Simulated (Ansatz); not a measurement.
`B[SiH](O)[SiH3]` + `[AlH2][O][SiH3]` → `[BH2][AlH][O][SiH3]` + `O[SiH2][SiH3]`  (formal exchange of groups at a B–Si bond)

Calculated with Ansatz (gas phase, PBE0-D4/def2-TZVP geometries, no zero-point term in ΔE). CCSD(T)/CBS adds triple-zeta CCSD(T) − MP2 to the extrapolated MP2 energy (def2 sets, frozen cores). Functionals use def2-TZVPP. HSE06 is defined as in plane-wave codes. One conformer a species, not always the lowest.

`B[SiH](O)[SiH3]`:

Cartesian coordinates in Å:
```
B -0.714 1.816 -0.468
Si 0.654 0.465 0.022
O 1.729 0.180 -1.209
Si -0.578 -1.479 0.564
H -0.894 2.198 -1.586
H -1.455 2.206 0.387
H 1.374 0.843 1.278
H 2.400 -0.488 -1.058
H -1.538 -1.845 -0.512
H 0.357 -2.625 0.753
H -1.335 -1.272 1.828
```

`[AlH2][O][SiH3]`:

```xyz
8

Al   -0.822    1.679    0.043
O    -0.098    0.162    0.005
Si    0.629   -1.289   -0.032
H    -1.937    1.939    1.131
H    -0.347    2.754   -1.011
H    -0.105   -2.200   -0.951
H     0.649   -1.892    1.327
H     2.031   -1.153   -0.512
```

`[BH2][AlH][O][SiH3]`:

```xyz
10

B    -0.563   -2.297   -0.922
Al   -0.656   -0.193   -1.180
O     0.030    0.782    0.019
Si    0.728    1.570    1.252
H    -1.413   -2.918   -0.346
H     0.340   -2.964   -1.345
H    -1.319    0.556   -2.413
H    -0.277    2.407    1.961
H     1.313    0.607    2.226
H     1.817    2.450    0.749
```

`O[SiH2][SiH3]`:

```xyz
9

O     0.035    0.276   -2.053
Si   -0.492   -0.544   -0.717
Si    0.508    0.230    1.261
H    -0.102    1.225   -2.073
H    -1.974   -0.444   -0.568
H    -0.138   -1.965   -0.960
H    -0.043   -0.507    2.432
H     0.221    1.681    1.446
H     1.984    0.049    1.231
```

```json
{"level": "PBE-D4", "ΔE (kJ/mol)": "20.6", "difference from CCSD(T)/CBS": "7.0"}
{"level": "revPBE-D4", "ΔE (kJ/mol)": "21.5", "difference from CCSD(T)/CBS": "7.9"}
{"level": "BLYP-D4", "ΔE (kJ/mol)": "19.7", "difference from CCSD(T)/CBS": "6.1"}
{"level": "r2SCAN-D4", "ΔE (kJ/mol)": "20.0", "difference from CCSD(T)/CBS": "6.4"}
{"level": "B97M-V", "ΔE (kJ/mol)": "31.1", "difference from CCSD(T)/CBS": "17.5"}
{"level": "r2SCANh-D4", "ΔE (kJ/mol)": "19.0", "difference from CCSD(T)/CBS": "5.4"}
{"level": "PBE", "ΔE (kJ/mol)": "18.5", "difference from CCSD(T)/CBS": "4.9"}
{"level": "revPBE", "ΔE (kJ/mol)": "16.4", "difference from CCSD(T)/CBS": "2.8"}
{"level": "r2SCAN", "ΔE (kJ/mol)": "19.5", "difference from CCSD(T)/CBS": "5.9"}
{"level": "PBE0", "ΔE (kJ/mol)": "15.5", "difference from CCSD(T)/CBS": "1.9"}
{"level": "r2SCANh", "ΔE (kJ/mol)": "18.5", "difference from CCSD(T)/CBS": "4.9"}
{"level": "r2SCAN0", "ΔE (kJ/mol)": "17.1", "difference from CCSD(T)/CBS": "3.5"}
{"level": "HSE06", "ΔE (kJ/mol)": "15.6", "difference from CCSD(T)/CBS": "2.0"}
{"level": "BHLYP", "ΔE (kJ/mol)": "11.5", "difference from CCSD(T)/CBS": "-2.1"}
{"level": "SCS-MP2/def2-TZVPP", "ΔE (kJ/mol)": "12.2", "difference from CCSD(T)/CBS": "-1.4"}
{"level": "CCSD/CBS(def2)", "ΔE (kJ/mol)": "11.9", "difference from CCSD(T)/CBS": "-1.7"}
{"level": "CCSD(T)/CBS", "ΔE (kJ/mol)": "13.6", "difference from CCSD(T)/CBS": "0"}
```

Largest T1 diagnostic among the species: 0.014.

Leaving LDA and LC-ωPBE aside and taking each functional with its dispersion term where it has one, the values, not all of them listed here, spread over 17.1 kJ/mol, from B2PLYP to B97M-V. LDA lies +5.4 kJ/mol from PBE without D4. In def2-TZVPP, CCSD(T) changes the Hartree–Fock value by +6.7 kJ/mol (the triples alone add +1.7 kJ/mol) and MP2 by +8.5 kJ/mol. The D4 term adds +3.4 kJ/mol with B3LYP and +1.8 kJ/mol with PBE0; it sums over pairs of atoms, weighted by their polarisabilities, and B3LYP, whose exchange is more repulsive, gets the larger term.

B3LYP here is the variant with VWN-RPA as its local correlation; programs differ in this.
